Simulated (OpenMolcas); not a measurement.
Nb3+ with 6 ligands (chloride) in octahedral coordination (Oh). A charge of +0.5 e stands 2.4 Å behind each ligand. Ligand basis ANO-RCC-VDZP.

```yaml
Program: OpenMolcas
Method: "SS-CASPT2, IPEA 0.25 Eh, imaginary shift 0.1 Eh (closed shells correlated: 4s 4p and the ligand valence shells)"
Basis: ANO-RCC-VDZP [6s5p3d1f]
Scalar_Hamiltonian: DKH2, point nucleus
Active_space: 2 electrons in 5 orbitals (4d)
State_averaging: 2S+1 = 3 even, 10 roots; 2S+1 = 1 even, 15 roots
Spin-orbit_coupling: RASSI with atomic mean-field integrals over the reference wave functions
```

All ligands move together. At R = 2.48 Å the first state of the same spin is 17020 cm-1, and at R = 2.55 Å it is 15040 cm-1.

Q: A third run gives 19120 cm-1. What distance was it run at?

A: With a power law R^-n the two known points give n = -ln(15040 / 17020) / ln(2.55 / 2.48) = 4.44. Then R = 2.48 × (17020 / 19120)^(1/4.44) = 2.416 Å. The run was at 2.41 Å, so the estimate is off by +0.006 Å.

Roots that are degenerate in the reference are averaged as groups; the widest CASPT2 spread within a group is 770 cm-1 (the 3-fold group of multiplicity 3 near 24200 cm-1 above the lowest state of its run, R = 2.41). Shifts and gaps below about the spread of the groups concerned are not significant. Over all roots computed the reference weight is 0.66 to 0.67 in R = 2.41, 0.66 to 0.67 in R = 2.48, 0.66 to 0.67 in R = 2.55; a low but even weight reflects the number of correlated electrons. An orbital triplet at a regular site is open to Jahn-Teller coupling, which can distort the site and quench the lowest spin-orbit gaps and is left out. Ligand-to-metal charge-transfer states are missing. With no ligand orbital active B as a rule stays too high, so bands that hang on it stand too high and its fall with covalency is understated. With one d shell and no ligand orbital active, 10Dq can be off by a tenth or more. The least metal-like active orbital is 74 % on the metal (Löwdin) and no ligand orbital is active, so the numbers are rough (holds for R = 2.41). The least metal-like active orbital is 77 % on the metal (Löwdin) and no ligand orbital is active, so the numbers are rough (holds for R = 2.48). The least metal-like active orbital is 80 % on the metal (Löwdin) and no ligand orbital is active, so the numbers are rough (holds for R = 2.55). No measured value stands beside these numbers; the geometry is a model, was not optimised and need not be the one that this ion takes.
